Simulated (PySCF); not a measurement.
Cartesian coordinates (Å):
SMILES: [SiH](=C)O
```xyz
7

C     -0.9865    -0.4779     0.4783
Si     0.1259     0.5400    -0.2879
O      1.7161     0.2565    -0.5594
H     -0.7568    -1.4544     0.8823
H     -2.0133    -0.1508     0.5853
H     -0.1741     1.8647    -0.8387
H      2.0887    -0.5780    -0.2599
```
Charge 0, spin multiplicity 1.

### Question
Give the HOMO–LUMO gap, total energy, LUMO, HOMO and dipole moment at the level PBE-D3(BJ)/def2-TZVP // B3LYP-D3(BJ)/def2-TZVP (PySCF).

### Answer

```json
{
  "HOMO–LUMO gap": "4.02 eV",
  "total_energy": "-404.9930 Ha",
  "LUMO": "-1.14 eV",
  "HOMO": "-5.16 eV",
  "dipole_moment": "1.08 D"
}
```
